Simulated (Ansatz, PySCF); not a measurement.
Process, species as SMILES: C=CC[SiH2]CC=C [bis(prop-2-enyl)silane] + 8 [H][H] (H2) -> 6 C (CH4) + [SiH4] (SiH4)
Geometries: B3LYP-D3(BJ)/def2-TZVP minima from Ansatz (a first-principles code), one conformer each, not searched for the lowest. Frequencies are from Ansatz or PySCF.

Quantity: energy of full hydrogenation (0 K, with B3LYP-D3(BJ) harmonic zero-point energies), in eV. Valence correlation only, unless marked. No spin-orbit coupling. Non-relativistic. CBS marks a two-point X^-3 extrapolation of the correlation energy; Hartree-Fock from the larger set. [CCSD(T)-MP2]/basis is that difference in the basis named.

```json
[
 {"level": "PBE-D3(BJ)/def2-TZVPD", "program": "Ansatz + dftd3", "energy of full hydrogenation (eV)": "-4.91", "minus last row": "0.09"},
 {"level": "PBE0-D3(BJ)/def2-TZVP", "program": "Ansatz + dftd3", "energy of full hydrogenation (eV)": "-5.36", "minus last row": "-0.36"},
 {"level": "r2SCAN0/def2-TZVPD", "program": "Ansatz", "energy of full hydrogenation (eV)": "-5.52", "minus last row": "-0.52"},
 {"level": "B2GP-PLYP-D4/def2-TZVPD", "program": "Ansatz + dftd4", "energy of full hydrogenation (eV)": "-5.09", "minus last row": "-0.09"},
 {"level": "CCSD/cc-pV(T+d)Z", "program": "Ansatz", "energy of full hydrogenation (eV)": "-5.45", "minus last row": "-0.45"},
 {"level": "CCSD(T) with core electrons (1s frozen past Ne)/cc-pwCVTZ", "program": "Ansatz", "energy of full hydrogenation (eV)": "-5.11", "minus last row": "-0.11"},
 {"level": "RI-MP2/CBS(aug-cc-pV(T+d)Z,aug-cc-pV(Q+d)Z)+[CCSD(T)-MP2]/aug-cc-pV(T+d)Z", "program": "Ansatz", "energy of full hydrogenation (eV)": "-5.00", "minus last row": "0.00"}
]
```
